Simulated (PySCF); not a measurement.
# Ionisation energy of Cd²¹⁺ by level of theory

Cd²¹⁺ [Ar] 3d9 (2D) → Cd²²⁺ [Ar] 3d8 (3F), as a difference of total energies. All numbers are calculated (PySCF 2.14, scalar relativity by spin-free X2C-1e, in an even-tempered Gaussian basis (19 s from 2.1 bohr⁻², ratio 2.5; 13 p from 2.7 bohr⁻², ratio 2.5; 8 d from 2.7 bohr⁻², ratio 2.5; 4 f from 14 bohr⁻², ratio 2.7; 4 g from 22 bohr⁻², ratio 2.7)). Correlated levels: outer shells: [Ne] frozen; virtual orbitals above 40 to 60 times the deepest correlated orbital energy dropped. The calculations carry no spin-orbit coupling.

```tsv
method	ionisation energy (eV)
UHF	1028.4
LDA	1030.3
PBE	1029.2
PBE0	1029.6
r2SCAN	1028.8
MP2 (outer shells)	1030.3
SCS-MP2 (outer shells)	1030.1
```

A first-order spin-orbit estimate (lowest level to lowest level, LS coupling) adds -1.573 eV.

Breit and QED terms and the two-electron picture change are absent.

For comparison: 1026 ± 4 eV (theoretical estimate listed by NIST; NIST Atomic Spectra Database, ionization energies).
